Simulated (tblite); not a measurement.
Compound: C5H12O2Si.
Geometry (GFN2-xTB, Å), atoms numbered from 1 in this order:
```xyz
20
C5H12O2Si angstrom
C      0.355   -1.234   -2.073
O      0.702   -0.203   -1.180
C      0.851   -0.646    0.135
C     -0.333   -0.673    1.068
Si    -2.070   -0.257    0.466
C      0.743    0.375    1.223
C      0.508    1.819    0.832
O      1.588    2.349    0.105
H     -0.602   -1.692   -1.800
H      1.129   -2.012   -2.089
H      0.278   -0.779   -3.058
H      1.599   -1.435    0.232
H     -0.295   -1.463    1.812
H     -2.091    0.341   -0.867
H     -2.692    0.654    1.428
H     -2.799   -1.531    0.422
H      1.435    0.260    2.050
H     -0.419    1.899    0.247
H      0.410    2.443    1.724
H      1.698    1.796   -0.680
```

Computed with GFN2-xTB (tblite): harmonic, unscaled wavenumbers at the GFN2-xTB geometry, gas phase. The method is semi-empirical: single wavenumbers can be off by several per cent or more. Modes of hydrogen on silicon can be 10 to 20 % off. One conformer, not necessarily the lowest.

Harmonic wavenumbers (cm⁻¹): 65.8, 104.8, 114.5, 141.5, 156.9, 198.9, 215.4, 249.0, 354.0, 411.3, 475.8, 500.0, 566.8, 591.2, 600.7, 712.8, 776.6, 799.4, 812.1, 829.1, 879.4, 946.0, 1020.0, 1029.9, 1043.5, 1071.9, 1084.7, 1090.4, 1120.3, 1135.6, 1159.5, 1200.0, 1235.1, 1283.1, 1302.9, 1319.6, 1351.9, 1403.5, 1429.2, 1465.7, 1466.4, 1487.0, 2226.4, 2264.0, 2283.3, 2887.2, 2909.5, 2930.0, 2934.6, 2973.1, 3013.7, 3027.6, 3030.6, 3519.9.

A = 1865, B = 1447, C = 1034 MHz; mass 132.061 u (most abundant isotopes); point group C1, symmetry number 1.

Q: What is the zero-point energy?

A: Half the sum of the wavenumbers: 34601 cm⁻¹ = 98.93 kcal/mol.

Q: Give the ideal-gas entropy at 500 K and 1 bar in the rigid-rotor, harmonic-oscillator model (classical rotation).

A: Translation 43.14, rotation 30.68, vibration 50.86: S = 124.7 cal/(mol K).

Q: And Cp and H(500 K) − H(0)?

A: Cp = 60.22 cal/(mol K), of which vibrations give 52.27 (their classical limit is 54 R = 107.3); H(500 K) − H(0) = 17.38 kcal/mol without the zero-point energy, 13.41 from vibrations.

Q: Which modes carry the vibrational entropy at 500 K?

A: 65.8 cm⁻¹: 5.30; 104.8 cm⁻¹: 4.38; 114.5 cm⁻¹: 4.20; 141.5 cm⁻¹: 3.79; 156.9 cm⁻¹: 3.58; 198.9 cm⁻¹: 3.12 cal/(mol K); the other 48 give 26.49 together.

Q: What must be added to the electronic energy to get the Gibbs energy at 500 K and 1 bar?

A: ZPE + [H(500 K) − H(0)] − T·S = 98.93 + 17.38 − 62.34 = 53.97 kcal/mol.

Q: Blend soft modes into free rotors: weight 1/[1 + (100 cm⁻¹/ν̃)⁴] for the oscillator and the rest for a rotor with moment μB/(μ + B), μ = h/(8π²ν), B = 10⁻⁴⁴ kg m². What vibrational entropy results?

A: 48.46 cal/(mol K) in place of 50.86, which changes −T·S at 500 K by +1.20 kcal/mol.

Q: How do the functions run with temperature in this model?

A: 
```tsv
T (K)	S (cal/(mol K))	Cp (cal/(mol K))	H − H(0) (kcal/mol)	G − H(0) (kcal/mol)	ln q(vib)
150	77.4	24.4	2.38	-9.23	2.65
250	92.3	34.9	5.34	-17.74	5.34
298.15	98.9	40.2	7.14	-22.34	6.63
400	112.3	51.1	11.80	-33.10	9.39
600	136.3	67.8	23.79	-58.01	14.78
900	167.1	83.6	46.70	-103.68	22.47
```

q(vib) and H(0) count from the zero-point level.

Hindered rotation and anharmonicity are outside this model. Other conformers, if any are populated, would add a mixing term that is left out. The structure is chiral; the term R ln 2 for an equal mix with its mirror image is left out.

The run took 1.2 s on one thread of an Arm Neoverse N1, no GPU, shared host with 64 logical CPUs at a one-minute load of 55. This covers the Hessian and the dipole derivatives.
